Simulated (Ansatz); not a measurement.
Start from `[NH2][Ga]([F])[SiH2]F` and change one atom or group to get `[NH2][Ga]([NH2])[F]`.

Ansatz, PBE0-D4/def2-TZVP geometries, multiplicity 1. Each molecule was computed in one conformer, which needn't be the lowest.

Scalar relativity is left out up to krypton.

| property | `[NH2][Ga]([F])[SiH2]F` |
| --- | --- |
| LUMO energy (PBE0/def2-TZVPP) / eV | -1.17 |
| LUMO energy (B3LYP/def2-TZVPP) / eV | -1.39 |
| size of the dipole moment (PBE/def2-TZVPP) / D | 1.61 |
| HOMO–LUMO gap (PBE/def2-TZVPP) / eV | 4.48 |
| HOMO–LUMO gap (PBE0/def2-TZVPP) / eV | 6.59 |
| HOMO–LUMO gap (B3LYP/def2-TZVPP) / eV | 6.12 |

Question: What does the change do to each property? (An estimate is asked.)

Answer: Ansatz gave: 
| property | `[NH2][Ga]([NH2])[F]` | shift |
| --- | --- | --- |
| LUMO energy (PBE0/def2-TZVPP) / eV | -0.30 | 0.87 |
| LUMO energy (B3LYP/def2-TZVPP) / eV | -0.68 | 0.71 |
| size of the dipole moment (PBE/def2-TZVPP) / D | 2.75 | 1.14 |
| HOMO–LUMO gap (PBE/def2-TZVPP) / eV | 4.72 | 0.24 |
| HOMO–LUMO gap (PBE0/def2-TZVPP) / eV | 7.08 | 0.49 |
| HOMO–LUMO gap (B3LYP/def2-TZVPP) / eV | 6.46 | 0.34 |

With PBE0 the HOMO rises by 0.38 eV and the LUMO rises by 0.87 eV, so the gap widens by about 0.49 eV. PBE moves the HOMO by 0.45 eV and ωB97M-V by 0.37 eV. The zero-point energy changes by 13.4 kJ/mol with -3 modes. Dipoles are sizes alone; their direction can turn.

Positive LUMOs are unbound, so they and the gaps depend on the basis.

B3LYP here is the variant with VWN-RPA as its local correlation; programs differ in this.
